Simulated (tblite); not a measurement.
C₇H₁₅P.
Structure used (GFN2-xTB), in Å, numbered top down from 1:
```xyz
23
C7H15P angstrom
C      0.4982    2.4015    0.0329
C      0.0357    0.9682   -0.2082
C     -1.4179    0.7847    0.2285
C     -1.9763   -0.5889   -0.1349
C     -1.2328   -1.7183    0.5730
C      0.2359   -1.7570    0.1683
P      1.1056   -0.2239    0.7639
C      2.5719   -0.3023   -0.3651
H      0.4365    2.6442    1.0925
H      1.5297    2.5346   -0.2877
H     -0.1258    3.1048   -0.5178
H      0.1236    0.7326   -1.2775
H     -2.0325    1.5569   -0.2448
H     -1.4856    0.9252    1.3111
H     -1.9068   -0.7337   -1.2167
H     -3.0340   -0.6278    0.1373
H     -1.3062   -1.5762    1.6547
H     -1.7070   -2.6733    0.3286
H      0.7294   -2.6215    0.6213
H      0.3285   -1.8417   -0.9191
H      3.1583    0.6084   -0.2603
H      3.1943   -1.1438   -0.0646
H      2.2725   -0.4257   -1.4054
```

Computed values, GFN2-xTB/tblite, gas phase, harmonic and unscaled. This tight-binding method is rough: wavenumbers can miss measured ones by several per cent, in bad cases by 10 to 20. One conformer, not necessarily the lowest.

Harmonic wavenumbers (cm⁻¹): 98.5, 162.8, 169.8, 195.3, 200.9, 267.0, 279.0, 307.7, 325.7, 370.2, 413.5, 518.7, 650.0, 689.4, 733.2, 804.4, 855.7, 866.8, 876.1, 903.0, 915.8, 945.8, 985.7, 1041.9, 1048.9, 1068.6, 1097.6, 1133.5, 1141.8, 1174.4, 1215.0, 1233.3, 1262.9, 1274.9, 1284.3, 1319.1, 1343.3, 1353.4, 1356.2, 1412.1, 1441.8, 1446.4, 1460.8, 1481.1, 1486.8, 1497.4, 1498.9, 1500.1, 2871.3, 2920.6, 2938.0, 2944.6, 2948.5, 2952.2, 2961.3, 2968.7, 2973.7, 2981.2, 3003.7, 3006.5, 3015.0, 3019.6, 3027.0.

A = 2130, B = 1667, C = 1057 MHz; mass 130.091 u (most abundant isotopes); point group C1, symmetry number 1.

Question: Zero-point energy?

Answer: Half the sum of the wavenumbers: 44821 cm⁻¹ = 536.18 kJ/mol.

Question: Give the ideal-gas entropy at 273.15 K and 1 bar in the rigid-rotor, harmonic-oscillator model (classical rotation).

Answer: Translation 167.75, rotation 119.57, vibration 90.04: S = 377.4 J/(mol K).

Question: And Cp and H(273.15 K) − H(0)?

Answer: Cp = 150.64 J/(mol K), of which vibrations give 117.39 (their classical limit is 63 R = 523.8); H(273.15 K) − H(0) = 23.81 kJ/mol without the zero-point energy, 14.73 from vibrations.

Question: How do the functions run with temperature in this model?

Answer: 
```json
{"T (K)": "50", "S (J/(mol K))": "234.1", "Cp (J/(mol K))": "43.3", "H − H(0) (kJ/mol)": "1.79", "G − H(0) (kJ/mol)": "-9.92", "ln q(vib)": "0.09"}
{"T (K)": "100", "S (J/(mol K))": "272.6", "Cp (J/(mol K))": "71.0", "H − H(0) (kJ/mol)": "4.65", "G − H(0) (kJ/mol)": "-22.61", "ln q(vib)": "0.66"}
{"T (K)": "298.15", "S (J/(mol K))": "391.1", "Cp (J/(mol K))": "163.2", "H − H(0) (kJ/mol)": "27.73", "G − H(0) (kJ/mol)": "-88.87", "ln q(vib)": "4.94"}
{"T (K)": "373.15", "S (J/(mol K))": "431.8", "Cp (J/(mol K))": "201.3", "H − H(0) (kJ/mol)": "41.41", "G − H(0) (kJ/mol)": "-119.74", "ln q(vib)": "6.79"}
{"T (K)": "500", "S (J/(mol K))": "499.2", "Cp (J/(mol K))": "259.8", "H − H(0) (kJ/mol)": "70.76", "G − H(0) (kJ/mol)": "-178.81", "ln q(vib)": "10.04"}
{"T (K)": "750", "S (J/(mol K))": "621.8", "Cp (J/(mol K))": "344.7", "H − H(0) (kJ/mol)": "147.08", "G − H(0) (kJ/mol)": "-319.24", "ln q(vib)": "16.60"}
{"T (K)": "1000", "S (J/(mol K))": "729.2", "Cp (J/(mol K))": "401.4", "H − H(0) (kJ/mol)": "240.78", "G − H(0) (kJ/mol)": "-488.41", "ln q(vib)": "22.99"}
```

q(vib) and H(0) count from the zero-point level.

Question: What must be added to the electronic energy to get the Gibbs energy at 273.15 K and 1 bar?

Answer: ZPE + [H(273.15 K) − H(0)] − T·S = 536.18 + 23.81 − 103.08 = 456.91 kJ/mol.

Question: Which modes carry the vibrational entropy at 273.15 K?

Answer: 98.5 cm⁻¹: 13.86; 162.8 cm⁻¹: 9.84; 169.8 cm⁻¹: 9.51; 195.3 cm⁻¹: 8.44; 200.9 cm⁻¹: 8.22; 267.0 cm⁻¹: 6.13 J/(mol K); the other 57 give 34.03 together.

Question: Blend soft modes into free rotors: weight 1/[1 + (100 cm⁻¹/ν̃)⁴] for the oscillator and the rest for a rotor with moment μB/(μ + B), μ = h/(8π²ν), B = 10⁻⁴⁴ kg m². What vibrational entropy results?

Answer: 89.01 J/(mol K) in place of 90.04, which changes −T·S at 273.15 K by +0.28 kJ/mol.

Hindered rotation and anharmonicity are outside this model. Other conformers, if any are populated, would add a mixing term that is left out. The structure is chiral; the term R ln 2 for an equal mix with its mirror image is left out.
